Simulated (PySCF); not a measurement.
## [IrO2]-, triplet: molecular constants

Level of theory: UB3LYP in PySCF with Ir def2-SVPD with ECP60, O def2-SVPD; scalar-relativistic core potentials, no spin–orbit coupling; density-fitted integrals.

The structure is a minimum.

Z-matrix (Å, degrees; charge -1 multiplicity 3):
```
Ir
O  1 1.7654
O  1 1.7654 2 134.29
```

```json
{
 "Point group": "C2v",
 "Bond lengths": "Ir–O 1.765 Å (×2)",
 "Bond angles": "O–Ir–O 134.3°",
 "Rotational symmetry number": "2",
 "Heat capacity Cp at 298.15 K": "45.6 J/(mol K)",
 "Principal quadrupole moments (Buckingham, traceless) about the centre of mass": "-11.23, 5.05, 6.18 D Å",
 "Principal polarisabilities": "45.3, 59.7, 76.2 bohr³",
 "Zero-point energy": "11.5 kJ/mol",
 "Enthalpy at 298.15 K above 0 K": "11.69 kJ/mol",
 "Rotational constants": "1.307, 0.1991, 0.1728 cm⁻¹",
 "Lowest empty level (β)": "1.18 eV",
 "Spin squared ⟨S²⟩": "2.014",
 "Entropy at 298.15 K and 1 bar (electronic part: spin only)": "286.5 J/(mol K)",
 "Highest occupied level (α)": "-0.29 eV",
 "Dipole moment about the centre of mass": "2.16 D"
}
```

Harmonic modes (masses in u: Ir 192.963, O 15.995):
| symmetry | ω (cm⁻¹) | IR (km/mol) | type |
| --- | --- | --- | --- |
| a1 | 207 | 12.9 | bend |
| b2 | 833 | 258 | stretch |
| a1 | 880 | 26.6 | stretch |

In C2v the vibrations span 2a1 + b2. Here b1 is antisymmetric to the molecular plane and b2 lies in it.

Charges (e); Mulliken and Löwdin values are unreliable with diffuse functions:
| atom | Mulliken | Löwdin | polar tensor | spin (Mulliken) | Mayer order to Ir1 |
| --- | --- | --- | --- | --- | --- |
| Ir1 | 0.40 | 0.53 | 0.54 | 1.34 | – |
| O2,3 | -0.70 | -0.76 | -0.77 | 0.33 | 1.23 |

Mulliken populations on Ir1 (electrons outside its core potential): s 3.50, p 6.14, d 6.90, f 0.06.

Formally Ir is in oxidation state +3, d6, with 2 unpaired electrons (the high-spin count would be 4). The Mulliken spin on Ir is 1.34. The polar-tensor charge on Ir, 0.54, is far below the formal one.

Other isomers or separated fragments may lie lower. With open d or f shells other occupations or spin states may lie lower. The lowest empty level of this anion is unbound, so it and the gap depend on the basis. At this level a singlet minimum of D∞h symmetry lies 139 kJ/mol below this structure. Spin–orbit coupling, left out here, can matter for elements this heavy.

The final relaxation and frequency run took about 60 core-seconds on a shared host.
